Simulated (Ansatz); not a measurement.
`O[SiH2]B(F)Br` + `[SiH3]S` → `O[SiH2][SiH2]S` + `FBBr`  (formal exchange of groups at the Si–B bond)

Computed with Ansatz on PBE0-D4/def2-TZVP structures; ΔE is electronic, products minus reactants. CCSD(T)/CBS is the MP2 limit (def2-TZVPP, def2-QZVPP) plus CCSD(T) − MP2 in def2-TZVPP, frozen cores. Functionals use def2-TZVPP. For Br outer-core shells are correlated without core-valence functions, which leaves a few kJ/mol of doubt a bond. Scalar relativity is left out up to krypton. One conformer a species, not always the lowest.

**Question.** Is it downhill or uphill in electronic energy at CCSD(T)/CBS, and by how much? (Best estimate.)

**Answer.** The calculation gave: Downhill: ΔE = -18.2 kJ/mol.

**Question.** What do these levels give: revPBE-D4, PBE-QIDH, PBE, LC-ωPBE, RPA@PBE/def2-TZVPP, HF/def2-SVP? (An estimate is asked.)

**Answer.** Ansatz gave: revPBE-D4 -23.1, PBE-QIDH -20.2, PBE -21.3, LC-ωPBE -18.4, RPA@PBE/def2-TZVPP -14.7, HF/def2-SVP -15.5 kJ/mol.

Largest T1 diagnostic among the species: 0.012.

Leaving LDA and LC-ωPBE aside and taking each functional with its dispersion term where it has one, the values, not all of them listed here, spread over 6.3 kJ/mol, from PBE-D4 to ωB97M-V. In def2-TZVPP, CCSD(T) changes the Hartree–Fock value by −4.0 kJ/mol (the triples alone add −0.8 kJ/mol) and MP2 by −5.2 kJ/mol.
